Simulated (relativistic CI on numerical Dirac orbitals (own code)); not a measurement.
# W I: calculation against measurement

Calculated at this level of theory: Dirac-Coulomb-Breit CI, orbitals from a KLI potential per configuration, model QED, valence Slater integrals scaled by 0.85, P86 correlation estimate, and configurations built on the next ion tied to the tabulated ionisation energy (semi-empirical) (own radial code, finite nucleus).

CI space (outside the closed core [Xe] 4f14): 5d4.6s2, 5d5.6s, 5d4.6s.6p, 5d5.6p, 5d4.6s.6d, 5d4.6s.7s, 5d4.6s.7p, 5d4.6s.7d, 5d4.6s.8s, 5d4.6s.6f, 5d4.6s.7f, 5d6, 5d3.6s2.6p, 5d4.6p2, 5d2.6s2.6p2, 5d3.6s2.5f, 5d5.6d, 5d3.6s2.7p, 5d5.5f, 5d3.6s.6p2, 5d5.7s, 5d3.6s2.7s, 5d3.6s2.8s, 5d3.6s2.7d. Levels of other configurations are missing.

```
Configuration  Term (tabulated)  J  Measured (cm⁻¹)  Computed  Error  Purity (%)
      5d4.6s2                5D  0              0.0         0      0          71
      5d4.6s2                5D  1           1670.3      1245   -426          80
       5d5.6s                7S  3           2951.3      3008     57          94
      5d4.6s2                5D  2           3325.5      2680   -645          83
      5d4.6s2                5D  3           4830.0      4120   -710          81
      5d4.6s2                5D  4           6219.3      5555   -664          76
      5d4.6s2              a 3P  1          13307.1     13363     56          66
       5d5.6p             7P° †  3          27488.1     34554   7066          70
       5d5.6p             7P° †  4          27889.7     36198   8308          62
```

Measured levels from NIST Handbook of Basic Atomic Spectroscopic Data (Sansonetti and Martin, J. Phys. Chem. Ref. Data 34, 1559 (2005)); pairs were made by configuration, J and term (by order where the table uses no LS term), so strongly mixed levels may be paired wrongly.

Mean error by configuration (cm⁻¹): 5d4.6s2 -478; 5d5.6s 57. Over the excited levels the mean absolute error is 426 cm⁻¹ (8 of the 13 excited levels that our extract of the source holds in range could be paired, and the others can miss by more), and the median relative error of those above 1,000 cm⁻¹ is 13 %. Some levels of the ground configuration have no partner. † marks terms whose computed intervals miss the measured ones by more than a factor of 2.5, or configurations far off the rest, from wrong mixing, a near crossing or a doubtful label or measurement; they are left out of the means.

Transition probabilities of persistent lines. The last column rescales the computed rate by the cube of measured over computed energy:

| λ measured (Å) | Lower | Upper | A tabulated (s⁻¹) | A computed | A rescaled |
| --- | --- | --- | --- | --- | --- |
| 4008.75 air | 5d5.6s 7S_3 | 5d5.6p 7P°_4 | 1.63e+07 | 2.01e+08 | 8.54e+07 |
| 4074.36 air | 5d5.6s 7S_3 | 5d5.6p 7P°_3 | 1.00e+07 | 2.39e+08 | 1.13e+08 |
